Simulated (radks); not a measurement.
Results of a calculation; reference values are marked as such.
Neutral samarium inside a hard spherical wall (all orbitals vanish at R), configuration held at [Xe] 4f6 6s2 and not refilled when levels cross. Code: a radial shooting solver on a logarithmic mesh with Libxc functionals. Model: scalar-relativistic Kohn-Sham, PBE, spin-polarised, spherical densities, point nucleus; open shells are filled with parallel spins first (spin-orbit coupling, left out, can overturn this in heavy ions). Eigenvalues in eV for spin up, with the zero of energy where the potential of the charges vanishes at infinity; a dash marks a level that is unbound or too diffuse for the functional's potential to be trusted. A positive occupied level is held by the wall or, in an anion where self-interaction has pushed it up, behind a barrier. The pressure on the wall is -dE/dV.

R (bohr)  E (hartree)  kinetic (hartree)    e(5s)    e(5p)   e(6s)   e(4f)  e(5d, empty)  e(6p, empty)  pressure (GPa)
free      -10427.4329          11147.124  -44.182  -23.923  -3.673  -3.668        -1.899        -1.245               0
12        -10427.4324          11147.129  -44.134  -23.875  -3.637  -3.620        -1.855        -1.129         0.00861
7         -10427.3788          11147.416  -42.739  -22.510  -2.221  -2.238        -0.559         1.385            2.31
6         -10427.2993          11147.745  -41.667  -21.480  -0.665  -1.154         0.557         3.847            7.99
5         -10427.0859          11148.555  -39.807  -19.723   2.929   0.800         2.725         9.187            32.5
2.5       -10418.2381          11179.821  -11.521   10.953  95.075  33.757        45.290        119.07            6160
1.5       -10348.5677          11387.793   138.06   183.21  532.74  143.68        253.16        582.27          218000
